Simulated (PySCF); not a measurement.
Löwdin shares of the frontier orbitals

Species: C4H9ClOSi.
Z-matrix (Å and degrees, GFN2-xTB geometry), rows numbered from 1:
```
C 
C   1  1.5255
C   2  1.5362  1  110.21
O   3  1.4098  2  109.51  1   -80.88
Si  4  1.6310  3  113.91  2   -29.71
Cl  5  2.0053  4  109.46  3   129.92
C   2  1.5355  1  110.74  3  -117.16
H   1  1.0881  2  110.17  3    56.88
H   1  1.0878  2  110.52  3   176.75
H   1  1.0884  2  110.64  3   -63.27
H   2  1.0942  1  109.24  3   119.94
H   3  1.0955  2  110.43  1   159.84
H   3  1.0921  2  111.96  1    38.43
H   5  1.4562  4  110.48  3  -109.55
H   7  1.0874  2  110.97  1   -34.58
H   7  1.0897  2  110.12  1  -153.04
```

Computed, not measured: TDDFT CAM-B3LYP/def2-SVPD, vertical, gas phase, core orbitals frozen in the response in PySCF.

Frontier orbitals with the atoms that hold most of them (Löwdin shares over 4%, at most four atoms; ? is withheld):

```tsv
orbital	ε (eV)	atoms
LUMO+2	1.69	Cl6 29%, Si5 22%, H14 12%, O4 11%
LUMO+1	1.38	Cl6 40%, Si5 25%, H14 8%, C7 6%
LUMO	?	?
HOMO	-9.58	O4 35%, Cl6 10%, Si5 10%, C3 9%
HOMO-1	-9.88	?
HOMO-2	-10.39	O4 35%, C3 14%, C2 13%, Cl6 10%
HOMO-3	-10.88	Cl6 55%, Si5 9%, C2 7%, O4 6%
```

**Question.** Which atoms hold the LUMO, and with what shares?

**Answer.** Si5 (bonded to C, Cl, O and H) 16%; C3 (bonded to C, O and 2 H) 9%; C1 (bonded to C and 3 H) 8%; C7 (bonded to C, Si and 2 H) 8%. By element: carbon 25% or more, silicon 16%.

**Question.** Which atoms hold the HOMO-1, and with what shares?

**Answer.** Cl6 (bonded to Si) 23%; C7 (bonded to C, Si and 2 H) 18%; O4 (bonded to C and Si) 17%; Si5 (bonded to C, Cl, O and H) 12%.

**Question.** What is the LUMO energy, and the HOMO–LUMO gap?

**Answer.** ε(LUMO) = 1.15 eV; the gap is 10.72 eV (0.3941 hartree).

**Question.** The HOMO–LUMO gap is 10.72 eV. Where does the response calculation put the lowest singlet, and from which orbitals?

**Answer.** S1 is at 7.60 eV (f = 0.022), 3.12 eV below the gap, made of HOMO→LUMO (44%), HOMO→LUMO+1 (35%). Without the coupling terms of the response equations the lowest excitation would equal the gap.

Next come S2 at 7.93 eV (f 0.054), HOMO-1→LUMO+1 (38%), HOMO-1→LUMO (24%), HOMO→LUMO (16%); S3 at 8.06 eV (f 0.024), HOMO→LUMO+2 (67%); S4 at 8.18 eV (f 0.021), HOMO-1→LUMO (43%), HOMO→LUMO+1 (21%), HOMO→LUMO (20%); S5 at 8.39 eV (f 0.0022), HOMO-1→LUMO+2 (72%).

One conformer stands for the species.

Without π bonds the low states are Rydberg-like; a valence basis with one diffuse set may place them up to an eV too high.
